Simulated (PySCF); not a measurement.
## `C1=CC(CC)=CC=C1C(C)=O`, C10H12O

Molfile (atoms numbered from 1):
```
C10H12O
     RDKit          3D

 23 23  0  0  0  0  0  0  0  0999 V2000
   -3.5875    0.3601    0.3478 C   0  0  0  0  0  0  0  0  0  0  0  0
   -2.7809   -0.1164   -0.8585 C   0  0  0  0  0  0  0  0  0  0  0  0
   -1.3152   -0.2539   -0.5503 C   0  0  0  0  0  0  0  0  0  0  0  0
   -0.4303    0.8077   -0.7705 C   0  0  0  0  0  0  0  0  0  0  0  0
    0.9175    0.6986   -0.4414 C   0  0  0  0  0  0  0  0  0  0  0  0
    1.4167   -0.4828    0.1193 C   0  0  0  0  0  0  0  0  0  0  0  0
    2.8533   -0.6686    0.4904 C   0  0  0  0  0  0  0  0  0  0  0  0
    3.8093    0.4786    0.2696 C   0  0  0  0  0  0  0  0  0  0  0  0
    3.2388   -1.7185    0.9576 O   0  0  0  0  0  0  0  0  0  0  0  0
    0.5351   -1.5488    0.3411 C   0  0  0  0  0  0  0  0  0  0  0  0
   -0.8081   -1.4338    0.0127 C   0  0  0  0  0  0  0  0  0  0  0  0
   -3.2310    1.3406    0.6988 H   0  0  0  0  0  0  0  0  0  0  0  0
   -4.6554    0.4548    0.0988 H   0  0  0  0  0  0  0  0  0  0  0  0
   -3.4953   -0.3440    1.1888 H   0  0  0  0  0  0  0  0  0  0  0  0
   -3.1729   -1.0868   -1.2037 H   0  0  0  0  0  0  0  0  0  0  0  0
   -2.9143    0.5892   -1.6940 H   0  0  0  0  0  0  0  0  0  0  0  0
   -0.8053    1.7349   -1.2125 H   0  0  0  0  0  0  0  0  0  0  0  0
    1.5811    1.5448   -0.6305 H   0  0  0  0  0  0  0  0  0  0  0  0
    4.8047    0.1801    0.6190 H   0  0  0  0  0  0  0  0  0  0  0  0
    3.8610    0.7433   -0.7980 H   0  0  0  0  0  0  0  0  0  0  0  0
    3.4812    1.3772    0.8139 H   0  0  0  0  0  0  0  0  0  0  0  0
    0.9418   -2.4652    0.7741 H   0  0  0  0  0  0  0  0  0  0  0  0
   -1.4834   -2.2761    0.1887 H   0  0  0  0  0  0  0  0  0  0  0  0
  1  2  1  0
  2  3  1  0
  3  4  1  0
  4  5  2  0
  5  6  1  0
  6  7  1  0
  7  8  1  0
  7  9  2  0
  6 10  2  0
 10 11  1  0
 11  3  2  0
  1 12  1  0
  1 13  1  0
  1 14  1  0
  2 15  1  0
  2 16  1  0
  4 17  1  0
  5 18  1  0
  8 19  1  0
  8 20  1  0
  8 21  1  0
 10 22  1  0
 11 23  1  0
M  END
```

Level of theory: PySCF, quadratic response CAM-B3LYP/def2-SVPD first hyperpolarisability, Taylor convention, gas phase. Geometry: PBE0-D3(BJ)/def2-SVP.

**Question.** Give the tensor of the second harmonic β(−2ω;ω,ω) at 1064 nm in the axes of these coordinates.

**Answer.** In au, Taylor convention; rows are the first index (the induced dipole):
|  | xx | yy | zz | xy | xz | yz |
| --- | --- | --- | --- | --- | --- | --- |
| x | -650.8 | +42.3 | -4.1 | +75.8 | -143.5 | +10.5 |
| y | +75.5 | -44.9 | -21.3 | +33.0 | +13.4 | +5.0 |
| z | -142.7 | +6.7 | +18.1 | +13.4 | -6.6 | -21.7 |

Norm of βᵢ = ⅓ Σⱼ (βᵢⱼⱼ + βⱼᵢⱼ + βⱼⱼᵢ): 632.0 au, hyper-Rayleigh value 280.7 au.
